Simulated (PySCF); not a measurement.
## UHF on S(3+) (sulfur, charge +3)

Configuration: [Ne] 3s2 3p1, 2P determinant. Calculation: PySCF 2.14, in an even-tempered Gaussian basis (20 s from 0.028 bohr⁻², ratio 2.5; 14 p from 0.036 bohr⁻², ratio 2.5; 6 d from 0.67 bohr⁻², ratio 2.7; 5 f from 1 bohr⁻², ratio 2.7); the non-relativistic Hamiltonian (point nucleus).

| Property | Result |
| --- | --- |
| Total energy | -395.081742 hartree |
| One-electron energy | -526.6771 hartree |
| Hartree (Coulomb) energy | 155.5885 hartree |
| Exchange energy | -23.9931 hartree |
| Kinetic energy | 395.08679 hartree |
| ⟨S²⟩ | 0.7597 |
| ⟨L²⟩ | 2.029 |
| Sum of ⟨r⟩ | 8.534 bohr |
| Sum of ⟨r²⟩ | 10.63 bohr² |
| Traceless quadrupole moment −½Σ⟨3z² − r²⟩ along its main axis | -1.30 e·bohr² |
| Density at the nucleus (Gaussians lack the cusp) | 2650 bohr⁻³ |
| Spin density at the nucleus | 0.0158 bohr⁻³ |
| Langevin diamagnetic susceptibility | -8.42 ×10⁻⁶ cm³/mol |

```json
{"shell": "1s α", "electrons": "1", "mean orbital energy (eV)": "-2546.9", "spread (eV)": "0", "rms radius, mean of both spins (bohr)": "0.113"}
{"shell": "1s β", "electrons": "1", "mean orbital energy (eV)": "-2546.6", "spread (eV)": "0", "rms radius, mean of both spins (bohr)": "0.113"}
{"shell": "2s α", "electrons": "1", "mean orbital energy (eV)": "-286.97", "spread (eV)": "0", "rms radius, mean of both spins (bohr)": "0.516"}
{"shell": "2s β", "electrons": "1", "mean orbital energy (eV)": "-286.60", "spread (eV)": "0", "rms radius, mean of both spins (bohr)": "0.516"}
{"shell": "2p α", "electrons": "3", "mean orbital energy (eV)": "-223.78", "spread (eV)": "0.720", "rms radius, mean of both spins (bohr)": "0.490"}
{"shell": "2p β", "electrons": "3", "mean orbital energy (eV)": "-223.09", "spread (eV)": "0.822", "rms radius, mean of both spins (bohr)": "0.490"}
{"shell": "3s α", "electrons": "1", "mean orbital energy (eV)": "-59.305", "spread (eV)": "0", "rms radius, mean of both spins (bohr)": "1.64"}
{"shell": "3s β", "electrons": "1", "mean orbital energy (eV)": "-55.803", "spread (eV)": "0", "rms radius, mean of both spins (bohr)": "1.64"}
{"shell": "3p α", "electrons": "1", "mean orbital energy (eV)": "-47.029", "spread (eV)": "0", "rms radius, mean of both spins (bohr)": "1.79"}
```

Spin-orbit constants ζ (cm⁻¹) from the X2C one-electron operator on these orbitals (non-relativistic here): bare nucleus, nucleus screened by l(l+1)(2l+1)/3 electrons, and screened by the Breit-Pauli mean field of the electrons.

| shell | bare | screened nucleus | mean field |
| --- | --- | --- | --- |
| 2p | 7474 | 6540 | 6119 |
| 3p | 699.7 | 612.3 | 566.5 |

To first order the Landé constant is A = 566.5 cm⁻¹, so the lowest level has J = 1/2 and lies 0.0702 eV below the centre of the term.
